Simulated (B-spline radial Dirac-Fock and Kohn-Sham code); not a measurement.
ΔSCF core binding energies without Breit or QED terms, calculated with a radial finite-basis atomic code.

A sound run for the free samarium atom, [Xe] 4f6 6s2: The ground state converged in 13 iterations, with total energy -10429.14757 Ha, virial ratio 1.92244 and highest orbital energy -4.86 eV. ΔSCF binding energies: K (1s) 47030.7 eV, L3 (2p3/2) 6734.7 eV, M5 (3d5/2) 1085.0 eV.

A second run, with one unsound setting: The ground state had not converged after 54 iterations, with total energy -10421.19081 Ha, virial ratio 1.90832 and highest orbital energy 68.16 eV. ΔSCF binding energies: K (1s) 47102.1 eV, L3 (2p3/2) 6798.0 eV, M5 (3d5/2) 1131.9 eV (not all states converged, so these are not final).

```
iter   energy (Ha)        error
   1   -10407.40764525  2.01e+00
   2   -10412.84336167  9.91e-01
   3   -10413.06181602  9.82e-01
   4   -10413.27753176  9.74e-01
   5   -10413.49054070  9.65e-01
   6   -10413.70087433  9.57e-01
   7   -10413.90856379  9.49e-01
   8   -10414.11363990  9.41e-01
   9   -10414.31613315  9.32e-01
  17   -10415.84664731  8.69e-01
  25   -10417.22839818  8.09e-01
  33   -10418.47487655  7.53e-01
  41   -10419.59843708  7.00e-01
  49   -10420.61038545  6.50e-01
  54   -10421.19080671  6.20e-01
```

Q: Which fault fits the second run best?
A. overfilled shell
B. spline order too low
C. damping too heavy
D. nuclear radius in wrong units

A: C. The input had damp = 0.995; ndamp = 100: damp is so close to 1 that the orbitals hardly move in each step.
